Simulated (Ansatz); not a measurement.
Geometry optimisation, RKS PBE0-D4/def2-SVP (Ansatz).

input.yaml

```yaml
crystal:
  periodic: [false, false, false]
  atoms:
    - { symbol: Ge, position_ang: [-0.252234, -0.165769, -0.408697] }
    - { symbol: H, position_ang: [-0.108932, 0.835257, 2.156262] }
    - { symbol: H, position_ang: [0.949633, -0.697955, 0.380444] }
    - { symbol: H, position_ang: [-0.210678, 1.363397, -0.559997] }
    - { symbol: H, position_ang: [-0.33681, -0.840932, -1.791969] }
    - { symbol: O, position_ang: [-1.726962, -0.60783, 0.479132] }
    - { symbol: Si, position_ang: [-3.247276, -1.097456, 0.034258] }
    - { symbol: H, position_ang: [-3.213546, -2.452197, -0.600252] }
    - { symbol: H, position_ang: [-4.092373, -1.149982, 1.261827] }
    - { symbol: H, position_ang: [-3.85888, -0.142925, -0.944972] }
    - { symbol: H, position_ang: [-0.754843, 0.523591, 2.119065] }
basis:
  gaussian: { orbitals: def2-SVP }
hamiltonian:
  xc: pbe0
  dispersion: d4
relax:
  f_tol: 0.03
  max_steps: 50
```

Run as:

```bash
$ ansatz run input.yaml --threads 2 --pin off --max-ram 3072MiB --backend cpu --events-out ev --progress --plain --runs-dir out
```

Question: Where does it end, and by what steps?

Answer: The run converged. The force dipped under the threshold on the way, but the program's further checks kept it going. After 19 steps the energy has fallen by 0.144 eV; H2 moved furthest, 1.32 Å.

```csv
step,energy less start (eV),largest force component (eV/Å),accepted
0,0.0000,1.595,yes
1,-0.0913,0.105,yes
2,-0.1162,0.120,yes
3,-0.1238,0.071,yes
4,-0.1266,0.173,yes
5,-0.1283,0.212,yes
6,-0.1308,0.093,yes
7,-0.1328,0.016,yes
8,-0.1348,0.178,yes
9,-0.1362,0.112,yes
10,-0.1380,0.023,yes
11,-0.1397,0.092,yes
12,-0.1409,0.082,yes
13,-0.1420,0.039,yes
14,-0.1424,0.099,yes
15,-0.1429,0.037,yes
16,-0.1433,0.025,yes
17,-0.1437,0.036,yes
18,-0.1438,0.031,yes
19,-0.1440,0.024,yes
```

```xyz
11
Properties=species:S:1:pos:R:3
Ge -0.132 -0.317 -0.837
H -0.920 0.738 3.188
H 1.122 -0.250 0.045
H -0.369 1.001 -1.599
H -0.079 -1.510 -1.812
O -1.492 -0.575 0.286
Si -3.110 -0.902 0.118
H -3.322 -2.081 -0.780
H -3.666 -1.200 1.468
H -3.836 0.267 -0.471
H -1.048 0.395 2.519
```

Whether the end is a true minimum wasn't checked by a vibrational analysis.

Time of the run: 52 s on 2 threads of Arm Neoverse V1 (shared host), peak memory 0.24 GiB.
